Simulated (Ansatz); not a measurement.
Calculation: frozen-core CCSD(T)/cc-pVTZ // ωB97X-D3(BJ)/def2-TZVP (Ansatz, an electronic-structure program).

Ansatz 0.2 input:
```yaml
crystal:
  periodic: [false, false, false]
  atoms:
    - { symbol: O, position_ang: [-1.529804, 0.234688, 0.65287] }
    - { symbol: Si, position_ang: [-0.06217, -0.022474, -0.027429] }
    - { symbol: O, position_ang: [-0.075222, -0.710706, -1.513729] }
    - { symbol: S, position_ang: [0.820947, 1.886344, -0.264543] }
    - { symbol: S, position_ang: [0.951346, -1.379105, 1.242193] }
    - { symbol: H, position_ang: [-2.007149, -0.54089, 0.958828] }
    - { symbol: H, position_ang: [-0.372725, -0.160582, -2.243018] }
    - { symbol: H, position_ang: [0.415383, 2.321932, 0.93576] }
    - { symbol: H, position_ang: [1.899782, -1.656314, 0.337444] }
basis:
  gaussian: { orbitals: cc-pVTZ }
correlation:
  method: ccsd_t
```

Output:

```
Functional definition: HF
1270 factors; integrals over basis functions are off by at most 9.2e-4 eV
mean field evaluation 1: about -33637.7907 eV, gradient 4.7e1 eV
mean field evaluation 2: about -33638.1203 eV, gradient 4.8e1 eV
mean field evaluation 4: about -33642.4469 eV, gradient 3.5e0 eV
mean field evaluation 8: about -33642.5161 eV, gradient 2.8e-1 eV
mean field evaluation 16: about -33637.7897 eV, gradient 4.7e1 eV
mean field -33642.51662282 eV, -1236.3396821717 hartree, gradient 5.8e-6 eV, S^2 0.000000; 0 other end points of the search recorded, 0 dependent functions left out
17 core orbitals not correlated
reference -33642.51662282 eV, -1236.3396821717 hartree; 16, 16 occupied and 185, 185 virtual orbitals, 1270 factors
second order -25.90508168 eV of doubles, -0.00000000 eV of singles
cycle   1  -26.31905660 eV  change   -4.1e-1 eV  update   1.0e-1
cycle   2  -26.90139351 eV  change   -5.8e-1 eV  update   2.9e-2
cycle   3  -27.01843260 eV  change   -1.2e-1 eV  update   1.5e-2
cycle   4  -27.00452891 eV  change    1.4e-2 eV  update   3.2e-3
cycle   5  -27.00369520 eV  change    8.3e-4 eV  update   1.4e-3
cycle   6  -27.00391396 eV  change   -2.2e-4 eV  update   3.9e-4
cycle   7  -27.00358349 eV  change    3.3e-4 eV  update   1.5e-4
cycle   8  -27.00356058 eV  change    2.3e-5 eV  update   4.1e-5
cycle   9  -27.00358086 eV  change   -2.0e-5 eV  update   1.4e-5
perturbative correction -1.10268465 eV, -0.0405229136 hartree
Total energy: -33670.62288833 eV, -1237.3725683782 hartree
```

Cost: very roughly 5 core-minutes.
